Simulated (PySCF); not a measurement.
A geometry optimisation on `[CH]#[W]([NH2])([NH2])[NH2]` (W(CH)(NH2)3).

Computed with PBE0-D3(BJ)/def2-SVP geometry optimisation, gas phase, def2 core potentials past Kr (PySCF 2.14.0). Start geometry: GFN2-xTB. A driver script takes a list of jobs; this job's settings line and coordinates (Å) are shown.

Input:
```
{"job": {"xc": "PBE0", "basis": "def2-SVP", "d3": "d3bj", "grid": 1, "maxiter": 30, "shake": 0.03, "kind": "geom"}, "charge": 0, "multiplicity": 1}
W      0.061060    -0.076600     0.035300
C     -0.010430    -0.002580     1.873400
H     -0.049860     0.008760     2.933650
N      2.027450    -0.020330    -0.421790
H      2.209200    -0.055480    -1.428820
H      2.753970    -0.018570     0.160900
N     -0.915280     1.675030    -0.411690
H     -1.307370     2.429780     0.150440
H     -1.095870     1.945780    -1.340890
N     -0.996030    -1.667710    -0.363080
H     -1.165780    -1.926720    -1.350100
H     -1.395600    -2.374100     0.213670
```

Output:
```
step   0  E = -273.28034160  max force = 0.115456
step   1  E = -273.30304762  max force = 0.070067
step   2  E = -273.30709699  max force = 0.028887
step   3  E = -273.30811103  max force = 0.007388
step   4  E = -273.30827295  max force = 0.002621
step   5  E = -273.30832378  max force = 0.000792
step   6  E = -273.30833572  max force = 0.000544
step   7  E = -273.30833941  max force = 0.000229
optimisation converged
```

Energies in Eh; «max force» is the largest Cartesian gradient component in Eh/bohr.

How much energy does the optimisation release, in eV?

E(step 0) − E(last step) = 0.027998 Eh, which is 0.762 eV.

Main results: final energy -273.30834 Eh after 7 steps; dipole 2.57 D.

Where do the atoms end?

0.075 Å rms from the input after alignment:
```
atom  x, y, z in Å
W1     0.0085   -0.0045    0.0378
C2     0.0116    0.0071    1.7811
H3     0.0139    0.0151    2.8739
N4     1.9182   -0.0401   -0.4093
H5     2.2483   -0.0602   -1.3728
H6     2.7088   -0.0524    0.2247
N7    -0.9213    1.6620   -0.4173
H8    -1.3038    2.3561    0.2144
H9    -1.0835    1.9455   -1.3822
N10   -0.9728   -1.6471   -0.3939
H11   -1.1432   -1.9411   -1.3542
H12   -1.3694   -2.3230    0.2488
```

Time: 61 s wall; peak memory 0.49 GiB. Hardware: an AMD EPYC 7R43 with one thread, no GPU (shared host).
Labels such as C1 count atoms from 1, the log's own numbers from 0.
